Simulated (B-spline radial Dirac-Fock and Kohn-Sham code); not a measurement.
# Ionisation of each subshell: Ba⁵⁺

System: the Ba⁵⁺ ion, configuration [Kr] 4d10 5s2 5p3; nuclear rms radius 4.8378 fm (A = 138).

Level of theory: Dirac-Fock energy differences between relaxed states, corrected for Breit and QED terms; a B-spline atomic structure program. Correlation energy is missing from these numbers. Energies are counted from the vacuum level. Subshells whose hole state is unreliable or did not converge are left out.

All terms are in eV, carry their sign (relaxation lowers the binding energy) and add up to the binding energy; ⟨r⟩ is the mean radius of the orbital in the initial state.

```
subshell  −ε (Koopmans)  relaxation   Breit  self-energy  vacuum polarisation  binding energy  ⟨r⟩ (bohr)
      1s        37711.9      -66.56  -91.98       -55.04                 7.98         37506.3       0.026
      2s         6111.9      -34.53   -8.98        -7.00                 0.94          6062.3       0.109
   2p1/2         5744.9      -38.39  -15.09         0.40                -0.01          5691.8       0.092
   2p3/2         5361.8      -36.75   -9.82        -0.24                -0.05          5314.9       0.098
      3s         1378.7      -13.93   -1.35        -1.46                 0.19          1362.1       0.290
   3p1/2         1223.6      -14.67   -2.42         0.08                -0.01          1206.6       0.281
   3p3/2         1147.7      -13.92   -1.40        -0.04                -0.01          1132.4       0.292
   3d3/2          879.3      -15.68   -0.81         0.14                -0.01           862.9       0.264
   3d5/2          863.4      -15.43   -0.40         0.10                -0.01           847.6       0.267
      4s          333.0       -3.98   -0.22        -0.31                 0.04           328.5       0.673
   4p3/2          258.1       -3.63   -0.20         0.00                 0.00           254.3       0.722
   4d3/2          160.1       -3.23   -0.05         0.04                 0.00           156.9       0.789
   4d5/2          157.4       -3.15    0.02         0.03                 0.00           154.3       0.799
      5s          89.95       -0.43   -0.04        -0.06                 0.01           89.43       1.565
      5p          72.02       -0.34   -0.04         0.01                 0.00           71.65       1.760
```

For the deepest level, K (1s), the Breit terms make up -0.245 % of the binding energy, QED -0.125 % and orbital relaxation -0.177 %.

Going to the tabulated ground configuration of the next ion removes an electron from O2,3 (5p), computed at 71.65 eV. NIST lists 71 ± 2 eV as the ionisation energy of this species (theoretical), -0.65 eV from the computed value, within the stated uncertainty.
